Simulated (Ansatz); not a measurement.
## A rate constant, worked out

An elementary step of SiH₂SF₂, closed shell (SiH₂SF₂ ([F][SiH]([F])[SH]) → SiSF₂ ([F][Si]([F])[S]) + H₂; Si–H, S–H broken or loosened, H–H formed or tightened). The start structure is the reactant molecule, and the electronic barrier above it is 2.277 eV by CCSD(T) at an estimated basis limit (MP2 extrapolated from triple and quadruple zeta, plus CCSD(T) − MP2 in triple zeta). Program: Ansatz 0.2.0. Basis: def2-TZVPP and def2-QZVPP. Cores are frozen in the correlated methods. Extrapolation: Hartree–Fock as exp(−7.88 √X), correlation as X^−2.97. Harmonic wavenumbers at PBE0-D4/def2-TZVP (Ansatz 0.2.0), in cm⁻¹:

Start: 135, 207, 273, 349, 534, 738, 824, 842, 888, 974, 2301, 2703.

Saddle: 1100i, 228, 308, 384, 419, 659, 947, 966, 999, 1047, 1835, 1945.

Task: Work out the transition-state-theory rate constant at 500 K from these numbers alone (harmonic vibrations; rotation, path degeneracy and anharmonicity left out), and the Wigner tunnelling factor. Use 1 cm⁻¹ = 1.2398 × 10⁻⁴ eV and k_B = 8.617 × 10⁻⁵ eV/K.

Result: Zero-point energies, half the sums: start 10768/2 cm⁻¹ = 0.6675 eV; saddle, real modes only, 9737/2 cm⁻¹ = 0.6036 eV.
Barrier with zero-point energy: 2.277 + 0.6036 − 0.6675 = 2.2131 eV.
k_BT = 0.04309 eV, so the barrier is 51.36 k_BT.
Vibrational partition functions from the zero-point level, ln q = −Σ ln(1 − exp(−hν/k_BT)): start 3.705, saddle 2.433.
k = (k_BT/h) exp(ln q‡ − ln q) exp(−E0/k_BT), with log₁₀(k_BT/h in s⁻¹) = 13.02: log₁₀ k = 13.02 + (-1.272 − 51.36)/2.3026 = -9.84, so k ≈ 1 × 10^(-10) s⁻¹.
Wigner factor: 1 + (hν‡/k_BT)²/24 = 1 + (3.17)²/24 = 1.42. A change of 1 kcal/mol (0.043 eV) in the barrier would change k by a factor of 2.7 at this temperature.

No T1 diagnostic of these runs exceeds 0.014.

Labels in which every atom is bracketed show which atoms are joined, not bond orders.

For scale, one of the runs: CCSD(T)/def2-TZVPP, 174 basis functions, launched by `ansatz run in.yaml --threads 2 --pin off --events-out ev --progress --plain --max-ram 4352MiB`. The run took 52 s on 2 CPU threads of an Arm Neoverse V1 (shared host), with 1.5 GiB of host memory at its peak.
